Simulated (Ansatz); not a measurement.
Consider the formal exchange of groups at a C–B bond: `CBN[SiH3]` + `S[CH2][SbH2]` → `C[CH](S)[SbH2]` + `BN[SiH3]`.

Program: Ansatz. Geometries: PBE0-D4/def2-TZVP. ΔE: electronic, gas phase. CCSD(T)/CBS is the MP2 limit (def2-TZVPP, def2-QZVPP) plus CCSD(T) − MP2 in def2-TZVPP, frozen cores. def2 core potentials past Kr. For Sb outer-core shells are correlated without core-valence functions, which leaves a few kJ/mol of doubt a bond. Each species was taken in one conformer, which may not be the lowest.

```
         species  CCSD(T)/CBS(def2) energy (Eh)
     `CBN[SiH3]`                     -411.50704
  `S[CH2][SbH2]`                     -678.82327
`C[CH](S)[SbH2]`                     -718.08628
      `BN[SiH3]`                     -372.22946
```

Work out ΔE.

ΔE = (-718.08628) + (-372.22946) − (-411.50704) − (-678.82327) = 0.01457 Eh = +9.1 kcal/mol.

Largest T1 diagnostic among the species: 0.013.

In def2-TZVPP, CCSD(T) changes the Hartree–Fock value by −1.9 kcal/mol (the triples alone add −0.5 kcal/mol) and MP2 by −2.5 kcal/mol. The D4 term adds −1.1 kcal/mol with B3LYP and −0.5 kcal/mol with PBE0; it sums over pairs of atoms, weighted by their polarisabilities, and B3LYP, whose exchange is more repulsive, gets the larger term.

B3LYP here is the variant with VWN-RPA as its local correlation; programs differ in this.
